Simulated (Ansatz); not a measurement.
Input file for Ansatz (a first-principles code): R-B3LYP/def2-TZVPP on BrH2InO (SMILES [OH][InH][Br]), a point of a torsion scan. Elements past Kr take the def2 small-core potentials; no spin–orbit coupling.

Ansatz 0.2 input:
```yaml
crystal:
  periodic: [false, false, false]
  atoms:
    - {symbol: O, position_ang: [-1.43707434, -0.30322935, -0.37984535]}
    - {symbol: In, position_ang: [0.35467195, 0.28092192, -0.82337388]}
    - {symbol: Br, position_ang: [0.71477933, 2.66101249, -0.32033959]}
    - {symbol: H, position_ang: [-1.66859879, -0.65265729, 0.47807350]}
    - {symbol: H, position_ang: [1.42847313, -0.73354296, -1.64132798]}
basis:
  gaussian:
    orbitals: def2-TZVPP
hamiltonian:
  xc: {name: B3LYP}
scf: {lower_state_search: off}
```

The head of its log:

```
WARN ansatz: RAYON_NUM_THREADS=1 ignored (pool sized by the plan → 1); use --threads N
Functional definition: B3LYP
these checks for a lower state are left out or cut short: stability, starts, cluster_reference, orbital_swaps, neighbouring_geometries, increment
integrals: 0.08 GiB planned
1147 factors; their error is unknown
mean field: 0.71 GiB planned
mean field evaluation 1: about -77297.2329 eV, gradient 6.6e1 eV
mean field evaluation 2: about -77209.1720 eV, gradient 1.8e2 eV
```

Predict the final total energy.

-2840.9071 hartree.
